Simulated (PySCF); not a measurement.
W²⁺: excitation energy

W²⁺ [Xe] 4f14 5d4 (5D) → W²⁺ [Xe] 4f14 5d3 6s1 (5F), as a difference of total energies. Computed with PySCF 2.14 in aug-cc-pVQZ-PP with ECP60MDF, with scalar relativity through the core potential. Correlated levels: valence: 5s2 5p6 frozen. The calculations carry no spin-orbit coupling.

```
           method  excitation energy (cm⁻¹)
              UHF                     10226
              LDA                    8761.5
              PBE                    9210.4
             PBE0                     10419
           r2SCAN                    8039.3
             MN15                    9136.1
        BHandHLYP                     10262
            TPSSh                    9557.8
    MP2 (valence)                     11214
SCS-MP2 (valence)                     10555
```
